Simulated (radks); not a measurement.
Results of a calculation; reference values are marked as such.
Charge is removed step by step from the 5p (averaged over the sub-levels emptied) level of the holmium ion Ho2+, starting from [Xe] 4f11. Level of theory: Dirac Kohn-Sham, PBE, spin-unpolarised, spherical densities, point nucleus; open shells are shared between the two j in proportion to 2j + 1 (a radial shooting solver on a logarithmic mesh with Libxc functionals).

\begin{tabular}{lrrr}
removed (e) & E - E(0) (eV) & eigenvalue (eV) & E minus straight line (eV) \\ \hline
0 & 0.000 & -40.287 & 0.000 \\
0.1 & 4.093 & -41.584 & -0.597 \\
0.2 & 8.317 & -42.890 & -1.064 \\
0.3 & 12.672 & -44.207 & -1.399 \\
0.4 & 17.159 & -45.532 & -1.603 \\
0.5 & 21.779 & -46.867 & -1.673 \\
0.6 & 26.532 & -48.210 & -1.610 \\
0.7 & 31.421 & -49.562 & -1.411 \\
0.8 & 36.445 & -50.922 & -1.078 \\
0.9 & 41.606 & -52.290 & -0.607 \\
1 & 46.903 & -53.665 & 0.000 \\
\end{tabular}

Removing the whole electron costs 46.903 eV by Delta-SCF, against 40.287 eV from minus the eigenvalue at the starting occupation. Slater's transition state (half an electron removed) gives 46.867 eV. Integrating minus the eigenvalue over the occupation (Janak's theorem) gives 46.903 eV. The mean slope of the eigenvalue, de/dn, is 13.4 eV per electron.
